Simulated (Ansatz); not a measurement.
Calculated with Ansatz (gas phase, PBE0-D4/def2-TZVP geometries, no zero-point term in ΔE). CCSD(T)/CBS is the MP2 limit (def2-TZVPP, def2-QZVPP) plus CCSD(T) − MP2 in def2-TZVPP, frozen cores. This one scheme is used for every species. Functionals use def2-TZVPP. B3LYP here is the variant with VWN-RPA as its local correlation; programs differ in this. Elements past krypton have def2 core potentials. For Sb outer-core shells are correlated without core-valence functions, which leaves a few kJ/mol of doubt a bond. One conformer a species, not always the lowest.

Reaction (formal exchange of groups at the Si–F bond): `F[SiH2][SbH2]` + `[CH3][AlH][OH]` → `[CH3][AlH][SiH2][SbH2]` + `OF`

| level | ΔE (eV) |
| --- | --- |
| PBE-D4 | 6.15 |
| r2SCAN-D4 | 6.63 |
| PBE0-D4 | 6.45 |
| CAM-B3LYP-D4 | 6.95 |
| B2PLYP | 6.96 |
| B3LYP | 6.85 |
| MP2/def2-QZVPP | 7.20 |
| MP2/CBS(def2) | 7.22 |

Problem. What does CCSD(T)/CBS give? (Best estimate.)

Solution. Ansatz gave: +6.86 eV. The listed levels differ from it by -0.71, -0.23, -0.41, 0.09, 0.10, -0.01, 0.34, 0.36 eV.

Largest T1 diagnostic among the species: 0.014.

From PBE to PBE0 (25 % exact exchange), in def2-TZVPP and without D4, ΔE moves by +0.29 eV. Leaving LDA and LC-ωPBE aside and taking each functional with its dispersion term where it has one, the values, not all of them listed here, spread over 0.98 eV, from revPBE-D4 to BHLYP-D4. LDA lies +0.10 eV from PBE without D4.
